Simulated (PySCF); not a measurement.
MoO₂Cl₂, SMILES [O]=[Mo](=[O])([Cl])[Cl], multiplicity 1. Coordinates come from a PBE0-D3(BJ)/def2-SVP optimisation. The spin state was assumed, not searched. The isomer is the one that the SMILES or the coordinates give; other isomers of the formula were not compared. The def2 effective core potentials stand for the cores of Mo; spin–orbit coupling is left out.

Computed equilibrium geometry at PBE0-D3(BJ)/def2-SVP (PySCF confirms it by a frequency run) as bond lengths and angles, and its point group:
point group C2v.
Atoms: Mo1 O2 O3 Cl4 Cl5. Bond lengths (Å): Mo1–O2 1.660, Mo1–O3 1.660, Mo1–Cl4 2.256, Mo1–Cl5 2.256. Angles (°): O2–Mo1–O3 106.4, O2–Mo1–Cl4 109.6, O2–Mo1–Cl5 109.6, O3–Mo1–Cl4 109.6, O3–Mo1–Cl5 109.6, Cl4–Mo1–Cl5 112.0.
Charge 0, spin multiplicity 1.
